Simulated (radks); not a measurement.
Q: Isoelectronic series with 30 electrons, each ion in its NIST ground configuration. Calculated with a radial shooting solver on a logarithmic mesh with Libxc functionals: scalar-relativistic Kohn-Sham, PBE, spin-polarised, spherical densities, finite nucleus; Fermi nuclear charge, rms radius of each element as measured or else 0.836 A^(1/3) + 0.57 fm. Total energies (hartree) and mean radii <r> (bohr):

| ion | configuration | E (hartree) | 4s | 3d | 3p | 3s |
|---|---|---|---|---|---|---|
| Sb21+ | [Ar] 3d10 4s2 | -6290.52207 | 0.6914 | 0.2976 | 0.3233 | 0.3263 |
| Te22+ | [Ar] 3d10 4s2 | -6579.54870 | 0.6699 | 0.2890 | 0.3148 | 0.3179 |
| I23+ | [Ar] 3d10 4s2 | -6875.67748 | 0.6496 | 0.2810 | 0.3066 | 0.3098 |
| Xe24+ | [Ar] 3d10 4s2 | -7178.94718 | 0.6305 | 0.2733 | 0.2989 | 0.3021 |
| Cs25+ | [Ar] 3d10 4s2 | -7489.4092 | 0.6125 | 0.2661 | 0.2915 | 0.2947 |
| Ba26+ | [Ar] 3d10 4s2 | -7807.1087 | 0.5954 | 0.2593 | 0.2845 | 0.2877 |
| La27+ | [Ar] 3d10 4s2 | -8132.0999 | 0.5793 | 0.2528 | 0.2778 | 0.2809 |
| Ce28+ | [Ar] 3d10 4s2 | -8464.4325 | 0.5639 | 0.2466 | 0.2713 | 0.2744 |
| Pr29+ | [Ar] 3d10 4s2 | -8804.1622 | 0.5493 | 0.2407 | 0.2652 | 0.2682 |
| Pm31+ | [Ar] 3d10 4s2 | -9506.0263 | 0.5222 | 0.2297 | 0.2536 | 0.2565 |
| Sm32+ | [Ar] 3d10 4s2 | -9868.2607 | 0.5096 | 0.2246 | 0.2482 | 0.2509 |

Estimate the row of Nd30+ ([Ar] 3d10 4s2).

A: E (hartree) -9151.3427; 4s 0.5355; 3d 0.2351; 3p 0.2593; 3s 0.2622.
